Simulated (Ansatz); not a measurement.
Problem. Predict a relaxed structure of Bi₂Cl₆ (the lowest singlet isomer of a short search), charge 0, singlet, at PBE-D4/def2-SVP (Ansatz).

Solution. 
```xyz
8

Bi   -0.230   -2.160    0.580
Bi    0.176    1.647   -0.397
Cl    2.100    3.090    0.243
Cl    1.839   -1.198   -0.518
Cl   -0.245   -4.363   -0.593
Cl   -1.649    3.333   -0.257
Cl   -0.202    0.577    1.932
Cl   -1.787   -0.926   -0.991
```
Point group Cs (tolerance 0.1 Å). This is one stationary point.

In the def2 sets Bi takes a core potential; there is no spin–orbit coupling. The structure comes from a short search, and lower isomers may exist.
